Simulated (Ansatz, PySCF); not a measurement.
Breaking the Te1–H2 bond in hydrogen telluride (SMILES [TeH2]) (multiplicity 1 held, fragments rigid). Energies count from the point at 1.661 Å.
Geometry at that point (charge 0, multiplicity 1):
```tsv
atom	x (Å)	y (Å)	z (Å)
Te	0.0001	0.0433	0.0016
H	-1.1804	-1.1248	-0.0390
H	1.1777	-1.1274	-0.0467
```

Restricted levels (R-, RO-) in cc, def2 and unpolarised 6-31G sets keep to the state of the molecule at rest. Unrestricted levels (U-) break spin symmetry where that is lower. Active spaces are followed from a long bond inwards. Left out are points that failed, MP2 points that dive below the minimum, coupled-cluster points behind a jump of the amplitudes or a sharp parting from full CI or MRCI, small-basis points behind a change of solution, and semi-empirical points at long bonds. Levels need not reach the same state.

Frozen-core correlation. Filled d and f shells under p-block atoms count as core. Rows in LANL2DZ carry no dispersion term and start afresh at each structure. LANL2DZ brings its own core potentials from Na on.

Codes used: Ansatz (Gaussian orbitals); PySCF for LANL2DZ rows.  In def2 rows elements past Kr take small-core potentials, without spin–orbit coupling.

Energies in kcal/mol.

```
R (Å)  R-HF/def2-TZVPP  U-HF/def2-TZVPP  R-B3LYP/LANL2DZ  SC-NEVPT2 on CASSCF(2,2)/def2-TZVPP  FIC-MRCISD on CASSCF(2,2)/def2-TZVPP  FIC-MRCISD+Q on CASSCF(2,2)/def2-TZVPP
-----  ---------------  ---------------  ---------------  -----------------------------------  ------------------------------------  --------------------------------------
1.329             35.1             35.1             37.1                                 37.9                                  36.6                                    36.6
1.495              5.9              5.9              7.5                                  7.5                                   6.9                                     6.8
1.661              0.0              0.0              0.0                                  0.0                                   0.0                                     0.0
1.827              5.7              5.7              3.5                                  3.8                                   4.3                                     4.3
1.993             16.9             16.9             12.1                                 12.6                                  13.5                                    13.6
2.243             37.3             33.8             28.4                                 28.3                                  29.6                                    29.9
2.492             57.9             42.1             45.1                                 42.4                                  44.1                                    44.5
2.907             87.7             47.4             68.8                                 58.2                                  60.2                                    60.8
3.322            111.0             48.9             86.2                                 65.5                                  67.5                                    68.3
3.821            131.3             49.4             99.9                                 68.4                                  70.5                                    71.4
4.485            149.0             49.5         left out                                 69.3                                  71.4                                    72.3
5.316            161.9             49.5         left out                                 69.4                                  71.6                                    72.5
```

Doubts at one or more of the structures used: a restricted determinant that unrestricted orbitals would lower (R-HF/def2-TZVPP); a spin-contaminated determinant (U-HF/def2-TZVPP).

Ansatz is an electronic-structure program.
